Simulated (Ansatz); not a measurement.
Harmonic frequencies (cm⁻¹) at PBE0-D4/def2-TZVP from Ansatz: 83, 129, 190, 217, 234, 436, 484, 716, 752.

Problem. Which molecule is it?
A. `[O][Ge]([F])([Cl])[Cl]`•
B. `[SiH3][Te]`•
C. `F[SiH]S`•
D. `S[SiH]Cl`•

Solution. A.
